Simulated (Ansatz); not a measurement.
```yaml
crystal:
  periodic: [false, false, false]
  atoms:
    - {symbol: Na, position_ang: [1.978106, 0.780117, -1.001468]}
    - {symbol: Na, position_ang: [-1.162878, 1.506738, 1.379134]}
    - {symbol: Na, position_ang: [-0.063903, -2.269482, 0.608263]}
    - {symbol: Sb, position_ang: [-0.751325, -0.017383, -0.985929]}
basis:
  gaussian: {orbitals: def2-mTZVP, nuclear_model: gaussian}
hamiltonian: {xc: {name: BHLYP}}
scf: {omitted_lower_state_checks: [starts]}
output: {forces: true}
```

```sh
$ ansatz run in.yaml --threads 4 --pin off --events-out ev --progress --plain --max-ram 3916MiB
```

Shortened log:

```
Functional definition: BHLYP
892 factors; integrals over basis functions are off by at most 2.0e-4 eV
mean field evaluation 1: about -19780.3160 eV, gradient 2.8e1 eV
mean field evaluation 2: about -19755.7078 eV, gradient 6.3e1 eV
mean field evaluation 4: about -19785.0308 eV, gradient 2.4e0 eV
mean field evaluation 8: about -19785.1580 eV, gradient 3.3e-1 eV
mean field evaluation 16: about -19785.1589 eV, gradient 4.9e-4 eV
mean field -19785.15891327 eV, -727.0911792004 hartree, gradient 2.3e-5 eV, S^2 0.000000; 0 other end points of the search recorded, 0 dependent functions left out
reference -19785.15907886 eV, -727.0911852858 hartree; 28, 28 occupied and 50, 50 virtual orbitals, 892 factors
Total energy: -19785.15907886 eV, -727.0911852858 hartree
Atom 0 at     1.978106     0.780117    -1.001468 Å, force    -0.014915    -0.001000    -0.016365 eV/Å
Atom 1 at    -1.162878     1.506738     1.379134 Å, force    -0.012124    -0.001609    -0.018376 eV/Å
Atom 2 at    -0.063903    -2.269482     0.608263 Å, force    -0.013085     0.001694    -0.017748 eV/Å
Atom 3 at    -0.751325    -0.017383    -0.985929 Å, force     0.040124     0.000915     0.052488 eV/Å
Dipole moment:     0.921037     0.021304     1.208649 e Å
Checks for a lower state left out: starts
```

It took 1.4 s on 4 threads of Arm Neoverse V2 on a shared host.

In the def2 sets Sb takes a core potential; there is no spin–orbit coupling.
